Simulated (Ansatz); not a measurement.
Start from `[SiH3][O][In]([SH])[O][SiH3]` and change one element to get `[SiH3]OB(S)O[SiH3]`.

Ansatz, PBE0-D4/def2-TZVP geometries, multiplicity 1. Each molecule was computed in one conformer, which needn't be the lowest.

Elements past krypton have def2 core potentials.

| property | `[SiH3][O][In]([SH])[O][SiH3]` |
| --- | --- |
| HOMO–LUMO gap (B3LYP/def2-TZVPP) / eV | 5.41 |
| size of the dipole moment (B3LYP/def2-TZVPP) / D | 1.58 |
| HOMO energy (PBE0/def2-TZVPP) / eV | -8.19 |
| LUMO energy (ωB97M-V/def2-TZVPP) / eV | -0.37 |
| LUMO energy (PBE/def2-TZVPP) / eV | -3.13 |
| HOMO energy (ωB97M-V/def2-TZVPP) / eV | -10.40 |

Problem. What does the change do to each property? (An estimate is asked.)

Solution. The calculation gave: 
```json
{"property": "HOMO–LUMO gap (B3LYP/def2-TZVPP) / eV", "`[SiH3]OB(S)O[SiH3]`": "6.74", "shift": "1.33"}
{"property": "size of the dipole moment (B3LYP/def2-TZVPP) / D", "`[SiH3]OB(S)O[SiH3]`": "1.88", "shift": "0.30"}
{"property": "HOMO energy (PBE0/def2-TZVPP) / eV", "`[SiH3]OB(S)O[SiH3]`": "-7.53", "shift": "0.66"}
{"property": "LUMO energy (ωB97M-V/def2-TZVPP) / eV", "`[SiH3]OB(S)O[SiH3]`": "1.30", "shift": "1.67"}
{"property": "LUMO energy (PBE/def2-TZVPP) / eV", "`[SiH3]OB(S)O[SiH3]`": "-1.15", "shift": "1.98"}
{"property": "HOMO energy (ωB97M-V/def2-TZVPP) / eV", "`[SiH3]OB(S)O[SiH3]`": "-9.72", "shift": "0.68"}
```

With PBE0 the HOMO rises by 0.66 eV and the LUMO rises by 1.92 eV, so the gap widens by about 1.26 eV. PBE moves the HOMO by 0.61 eV and ωB97M-V by 0.68 eV. Dipoles are sizes alone; their direction can turn.

B3LYP here is the variant with VWN-RPA as its local correlation; programs differ in this.
